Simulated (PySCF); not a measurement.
Ga(H)2(Cl)(NH3), H5ClGaN, singlet (PBE0/def2-SVP optimised geometry):

```
8

Ga    -1.131    -0.274     0.000
H     -1.440    -1.266    -1.178
H     -1.440     1.266     0.000
Cl    -1.260    -1.205     2.001
N      1.000    -0.274     0.000
H      1.329     0.257     0.808
H      1.440     0.112    -0.836
H      1.329    -1.233     0.119
```

Calculation: PBE0/def2-TZVP (PySCF).

Question: What are the frontier orbital energies and the dipole moment?

Answer: HOMO-2 -8.77 eV, HOMO-1 -8.06 eV, HOMO -7.52 eV, LUMO -0.31 eV, LUMO+1 0.91 eV; dipole moment 5.83 D.

On the same geometry PySCF with PBE/def2-TZVP gives HOMO-2 -7.39 eV, HOMO-1 -6.67 eV, HOMO -6.20 eV, LUMO -1.12 eV, LUMO+1 0.08 eV; dipole moment 5.74 D.

Meta-Löwdin charges at PBE0/def2-TZVP: Ga1 0.29, H2 -0.10, H3 -0.10, Cl4 -0.40, N5 -0.48, H6 0.27, H7 0.26, H8 0.27.
